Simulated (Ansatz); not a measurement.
Reaction (isomerisation): `C[C@H]1[O][Ge@@H]1[F]` → `O/C(F)=[CH]\[GeH3]`

Calculated with Ansatz (gas phase, PBE0-D4/def2-TZVP geometries, no zero-point term in ΔE). CCSD(T)/CBS adds triple-zeta CCSD(T) − MP2 to the extrapolated MP2 energy (def2 sets, frozen cores). DFT in def2-TZVPP. B3LYP here is the variant with VWN-RPA as its local correlation; programs differ in this. For Ge outer-core shells are correlated without core-valence functions, which leaves a few kJ/mol of doubt a bond. Scalar relativity is left out up to krypton. One conformer a species, not always the lowest.

CCSD(T)/CBS gives +85.1 kJ/mol.

(1) Another level gave +69.1 kJ/mol. Which?
A. PBE-D4/def2-TZVPP
B. HF/def2-TZVPP
C. MP2/def2-TZVPP
D. B3LYP-D4/def2-TZVPP

Largest T1 diagnostic among the species: 0.014.

Results:

(1) D. B3LYP-D4 69.1, PBE-D4 77.5, HF/def2-TZVPP 42.4, MP2/def2-TZVPP 91.3 kJ/mol.

In def2-TZVPP, CCSD(T) changes the Hartree–Fock value by +34.7 kJ/mol (the triples alone add +4.6 kJ/mol) and MP2 by +48.9 kJ/mol. From PBE to PBE0 (25 % exact exchange), in def2-TZVPP and without D4, ΔE moves by −7.4 kJ/mol.
